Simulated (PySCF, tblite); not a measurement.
Isomers of C6H14NP, one GFN2-xTB conformer each. Single-point energies are computed at PBE0/pcSseg-1 (PySCF, gas phase, no added dispersion term), electronic only.

Question: Rank them by PBE0/pcSseg-1 energy, lowest first (kJ/mol).
A. `[CH2:1]=[CH:2][P@@:3]([CH3:4])(=[NH:5])[CH:6]([CH3:7])[CH3:8]` with C1–C2–P3–C4 -122°, C2–P3–C6–C7 54°
B. `[NH2:1][P:2]1[CH2:3][CH2:4][CH2:5][CH2:6][CH2:7][CH2:8]1` with H–N1–P2–C3 172° and -71°, N1–P2–C3–C4 -172°, P2–C3–C4–C5 59°, C3–C4–C5–C6 -70°, C4–C5–C6–C7 101°

Answer: B (0.0), A (116.2).

As drawn, the higher has a C=C bond outside aromatic rings, which the lower lacks. GFN2-xTB itself gives, in the same order: 0.0, 144.9. Both levels put the same isomer lowest.

Question: Which frontier levels, dipoles and rotational constants go with these structures?

Answer: 
```
              SMILES  HOMO (eV, PBE0/pcSseg-1)  LUMO (eV)  dipole (D)     A, B, C (MHz)
          NP1CCCCCC1                     -5.72       0.95        0.35  2506, 1494, 1066
C=C[P@@](C)(=N)C(C)C                     -6.19      -0.43        3.31  1926, 1402, 1259
```

Question: What happens when harmonic zero-point energies from GFN2-xTB frequencies are added?

Answer: 
```csv
SMILES,ZPE (kJ/mol),electronic (kJ/mol),with ZPE (kJ/mol)
NP1CCCCCC1,509.2,0.0,0.0
C=C[P@@](C)(=N)C(C)C,486.3,116.2,93.3
```

The zero-point energies span 22.9 kJ/mol. The order is unchanged.
